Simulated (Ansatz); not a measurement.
C₃H₅ClSi, SMILES C#C[Si@@H](C)Cl.

Geometry optimised at B3LYP-D3(BJ)/def2-SVP. The structure was generated by enumeration; whether it is a known compound was not checked.

Two levels are set side by side: PBE/def2-TZVPD (Ansatz, an electronic-structure program) and CAM-B3LYP/def2-TZVPD (Ansatz). Energy differences of separate SCF runs at the same geometry; the states with an electron removed or added have multiplicity 2 and 2. Differences are taken from unrounded values.

```json
[
 {"quantity": "vertical ionisation energy (eV)", "PBE": "9.88"},
 {"quantity": "vertical singlet–triplet gap (eV)", "PBE": "4.95"}
]
```

### Question
These are the PBE values. What does CAM-B3LYP give? (The exact figures need the calculation; the answer reports its results.)

### Answer

| quantity | CAM-B3LYP | PBE minus CAM-B3LYP |
|---|---|---|
| vertical ionisation energy (eV) | 10.58 | -0.70 |
| vertical singlet–triplet gap (eV) | 5.01 | -0.06 |
